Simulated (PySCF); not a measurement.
# H11N2Si4: g tensor and hyperfine couplings

Species: H11N2Si4 (doublet state).
Numbering: `[NH:1][SiH2:2][SiH2:3][N:4]([SiH3:5])[SiH3:6]` (hydrogens: H7 on N1; H8, H9 on Si2; H10, H11 on Si3; H12, H13, H14 on Si5; H15, H16, H17 on Si6)

Structure used (GFN2-xTB), in Å, numbered top down from 1:
```
atom  x, y, z in Å
N1     2.3912   -1.1724    0.5795
Si2    2.3390    0.3011   -0.1349
Si3    0.2771    0.3123   -1.3402
N4    -1.0029    0.0909   -0.2028
Si5   -1.3777   -1.5358    0.3405
Si6   -1.5355    1.4321    0.7847
H7     2.7917   -1.9900    0.1459
H8     3.2428    0.8401   -1.1740
H9     2.1379    1.3538    0.8668
H10    0.0765    1.6065   -1.9920
H11    0.2164   -0.7579   -2.3327
H12   -0.4474   -1.9544    1.3811
H13   -1.3002   -2.3887   -0.8456
H14   -2.7532   -1.4830    0.8371
H15   -1.3565    2.6433   -0.0160
H16   -0.7549    1.4988    2.0199
H17   -2.9514    1.2152    1.0728
```

The hyperfine couplings belong to this conformer and change with its torsions.

Computed, not measured: UKS B3LYP, pcH-1 on H N Si, non-relativistic, mean-field spin-orbit, GIAO in PySCF. Geometry: GFN2-xTB, one conformer, isolated molecule. A GFN2-xTB geometry isn't a minimum of the functional, and hyperfine couplings can be far from their values at a DFT geometry. No stability test was run, so a lower SCF solution isn't excluded.

```
g1, g2, g3                      : 2.00209, 2.00395, 2.00932
g_iso                           : 2.00512
Form of g                       : rhombic: the two nearest values differ by 26 % of g3 − g1
⟨S²⟩                            : 0.7582 (exact 0.7500)
α and β electrons               : 41, 40
HOMO–LUMO gap, α and β orbitals : 6.13, 3.27 eV
Total energy                    : -1274.14331 Eh
Basis functions                 : 300
```

Isotropic coupling and dipolar principal values T1 to T3, in 10⁻⁴ cm⁻¹; ρ(0) is the spin density at the nucleus (1 × 10⁻⁴ cm⁻¹ = 2.998 MHz):

```json
{"atom": "N1", "isotope": "14N", "a_iso": "7.7", "of which spin–orbit": "0.0", "T1": "-11.3", "T2": "-10.9", "T3": "22.2", "Mulliken spin population": "0.77", "ρ(0) (bohr⁻³)": "0.0707"}
{"atom": "Si2", "isotope": "29Si", "a_iso": "19.7", "of which spin–orbit": "0.0", "T1": "-2.0", "T2": "0.2", "T3": "1.8", "Mulliken spin population": "-0.05", "ρ(0) (bohr⁻³)": "-0.0667"}
{"atom": "Si3", "isotope": "29Si", "a_iso": "-48.1", "of which spin–orbit": "0.1", "T1": "-15.4", "T2": "7.4", "T3": "7.9", "Mulliken spin population": "0.17", "ρ(0) (bohr⁻³)": "0.1627"}
{"atom": "N4", "isotope": "14N", "a_iso": "0.4", "of which spin–orbit": "0.0", "T1": "-0.7", "T2": "-0.7", "T3": "1.3", "Mulliken spin population": "0.04", "ρ(0) (bohr⁻³)": "0.0035"}
{"atom": "Si5", "isotope": "29Si", "a_iso": "0.5", "of which spin–orbit": "0.0", "T1": "-0.1", "T2": "0.0", "T3": "0.1", "Mulliken spin population": "0.00", "ρ(0) (bohr⁻³)": "-0.0017"}
{"atom": "Si6", "isotope": "29Si", "a_iso": "0.5", "of which spin–orbit": "0.0", "T1": "-0.1", "T2": "0.0", "T3": "0.1", "Mulliken spin population": "0.00", "ρ(0) (bohr⁻³)": "-0.0016"}
{"atom": "H7", "isotope": "1H", "a_iso": "-15.0", "of which spin–orbit": "0.1", "T1": "-13.9", "T2": "-2.5", "T3": "16.3", "Mulliken spin population": "-0.02", "ρ(0) (bohr⁻³)": "-0.0101"}
{"atom": "H8", "isotope": "1H", "a_iso": "16.5", "of which spin–orbit": "0.0", "T1": "-0.9", "T2": "-0.5", "T3": "1.4", "Mulliken spin population": "0.03", "ρ(0) (bohr⁻³)": "0.0111"}
{"atom": "H9", "isotope": "1H", "a_iso": "18.0", "of which spin–orbit": "0.0", "T1": "-1.0", "T2": "-0.5", "T3": "1.5", "Mulliken spin population": "0.03", "ρ(0) (bohr⁻³)": "0.0121"}
{"atom": "H10", "isotope": "1H", "a_iso": "21.0", "of which spin–orbit": "0.0", "T1": "-1.1", "T2": "-0.2", "T3": "1.2", "Mulliken spin population": "0.04", "ρ(0) (bohr⁻³)": "0.0141"}
{"atom": "H11", "isotope": "1H", "a_iso": "3.3", "of which spin–orbit": "0.0", "T1": "-1.0", "T2": "-0.3", "T3": "1.3", "Mulliken spin population": "0.00", "ρ(0) (bohr⁻³)": "0.0022"}
{"atom": "H12", "isotope": "1H", "a_iso": "3.5", "of which spin–orbit": "0.0", "T1": "-0.8", "T2": "-0.5", "T3": "1.3", "Mulliken spin population": "0.00", "ρ(0) (bohr⁻³)": "0.0023"}
{"atom": "H13", "isotope": "1H", "a_iso": "-0.1", "of which spin–orbit": "0.0", "T1": "-0.4", "T2": "-0.2", "T3": "0.6", "Mulliken spin population": "0.00", "ρ(0) (bohr⁻³)": "-0.0001"}
{"atom": "H14", "isotope": "1H", "a_iso": "2.3", "of which spin–orbit": "0.0", "T1": "-0.2", "T2": "-0.2", "T3": "0.4", "Mulliken spin population": "0.00", "ρ(0) (bohr⁻³)": "0.0016"}
{"atom": "H15", "isotope": "1H", "a_iso": "-0.1", "of which spin–orbit": "0.0", "T1": "-0.3", "T2": "-0.2", "T3": "0.5", "Mulliken spin population": "0.00", "ρ(0) (bohr⁻³)": "0.0000"}
{"atom": "H16", "isotope": "1H", "a_iso": "0.7", "of which spin–orbit": "0.0", "T1": "-0.3", "T2": "-0.2", "T3": "0.6", "Mulliken spin population": "0.00", "ρ(0) (bohr⁻³)": "0.0004"}
{"atom": "H17", "isotope": "1H", "a_iso": "0.6", "of which spin–orbit": "0.0", "T1": "-0.2", "T2": "-0.2", "T3": "0.4", "Mulliken spin population": "0.00", "ρ(0) (bohr⁻³)": "0.0004"}
```

The Mulliken spin populations are largest on N1 (+0.77) and Si3 (+0.17).

Axes: g1 points within 11° of the Si2–Si3 bond and g3 points within 6° of the N1–H7 bond.

Under fast tumbling the dipolar parts average out, and these isotropic splittings remain (the largest six): 2 × 1H (H8/H9, I = 1/2, 3 lines) with 1.84 mT, 1 × 1H (H7, I = 1/2, 2 lines) with 1.60 mT, 2 × 1H (H10/H11, I = 1/2, 3 lines) with 1.30 mT, 1 × 14N (N1, I = 1, 3 lines) with 0.82 mT, 3 × 1H (H12/H13/H14, I = 1/2, 4 lines) with 0.20 mT and 3 × 1H (H15/H16/H17, I = 1/2, 4 lines) with 0.04 mT.

Means are taken over nuclei equivalent by connectivity, which assumes that they swap fast. Si5 and Si6, with what hangs on them, aren't averaged: N4 is flat or nearly so (angle sum 357°), and its turn about the short N4–Si3 bond (1.73 Å) is taken as slow. The three 1H nuclei of mean +5.7 MHz run from -0.4 to 10.5 MHz in the frozen geometry. The 1H value of +36.5 MHz is a mean of couplings from 10.0 to 63.0 MHz in this one geometry, not an average over conformers.

The 29Si coupling of Si3 (-144.3 MHz) shows only in satellite lines or after enrichment, since that isotope makes up about 4.7 % of natural silicon.

Examples of negative spin density at the nucleus (bohr⁻³): Si2 (-0.0667), H7 (-0.0101) and Si5 (-0.0017).
